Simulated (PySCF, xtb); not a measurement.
1,1,1-trifluoropropane (C3H5F3), SMILES FC(F)(CC)F.

Harmonic wavenumbers (cm⁻¹) from xtb with GFN2-xTB at its own minimum, in rising order: 84, 204, 206, 336, 380, 477, 498, 568, 789, 815, 988, 1003, 1063, 1113, 1150, 1192, 1231, 1320, 1416, 1447, 1489, 1491, 3001, 3005, 3050, 3052, 3061.

Problem. What does TPSSh-D3(BJ)/def2-SVP (PySCF) give at its own minimum? (Estimate from the structure and the level; the computed values follow.)

Solution. 102, 218, 221, 364, 405, 533, 544, 619, 794, 809, 991, 1034, 1083, 1200, 1210, 1276, 1320, 1402, 1414, 1472, 1489, 1506, 3050, 3069, 3120, 3141, 3144. Paired by order, the mean absolute difference is 41 cm⁻¹ and the zero-point energies are 49.2 and 50.8 kcal/mol.
